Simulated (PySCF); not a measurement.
## Distorted geometries of [Eu(SH)4]−

[Eu(SH)4]− (singlet in the valence; each metal's 4f electrons, 6 of them, lie in its core potential, out of spins and levels). PySCF 2.14.0, RKS B3LYP, Eu lcecp-1-SVP with ECP52, S def2-SVP, H def2-SVP; non-relativistic Hamiltonian with scalar-relativistic core potentials where named; density fitting; no spin-orbit coupling. Relaxed geometry:

```xyz
9

Eu    0.0000    0.0000   -0.0001
S     1.4866    1.6229    1.5824
H     1.8871    0.5415    2.3010
S    -1.4866   -1.6229    1.5824
H    -1.8871   -0.5415    2.3010
S     1.6228   -1.4866   -1.5826
H     0.5413   -1.8874   -2.3008
S    -1.6228    1.4866   -1.5826
H    -0.5413    1.8874   -2.3008
```

Question: Order these distorted geometries by energy above the relaxed one, lowest first.
A.
```xyz
9

Eu    0.2240    0.2413    0.0573
S     1.4833    1.7834    1.7883
H     1.9734    0.7931    2.3908
S    -1.5313   -1.8612    1.6976
H    -2.0847   -0.5436    2.2349
S     1.5648   -1.8301   -1.6462
H     0.6083   -1.8077   -2.4049
S    -1.5558    1.1668   -1.8951
H    -0.6819    2.0581   -2.2227
```
B.
```xyz
9

Eu    0.0218    0.0283   -0.0154
S     1.5216    1.5757    1.5413
H     1.9219    0.5719    2.3517
S    -1.4266   -1.6205    1.5483
H    -2.0418   -0.5145    2.3266
S     1.5313   -1.5001   -1.6001
H     0.5693   -1.8663   -2.2977
S    -1.5258    1.3961   -1.6164
H    -0.5717    1.9294   -2.2383
```
C.
```xyz
9

Eu    0.0073    0.1218   -0.0032
S     1.5090    1.5943    1.4934
H     1.8635    0.5358    2.3043
S    -1.3841   -1.5771    1.6057
H    -1.8929   -0.4397    2.3174
S     1.5535   -1.3738   -1.5643
H     0.5376   -1.9334   -2.2660
S    -1.5672    1.3087   -1.5994
H    -0.6268    1.7634   -2.2879
```

Answer: C (0.51 eV), B (0.60 eV), A (1.85 eV).

Question: Which forces (eV/Å) act in the one that lies 1.85 eV up?

Answer: 
```
Eu  -1.31 -2.80 -0.98
S   -0.96  2.93 -1.34
H    1.21 -2.55  1.53
S   -0.01  3.60  0.16
H    0.86 -2.36 -0.82
S    3.53  0.96  3.84
H   -3.86  0.14 -2.99
S   -0.81 -1.36  1.22
H    1.34  1.45 -0.63
```
Forces carry noise of the integration grid, about 0.01 to 0.03 eV/Å.

An lcecp potential fixes the number of 4f electrons, so in runs with it no electron can move into or out of that shell.
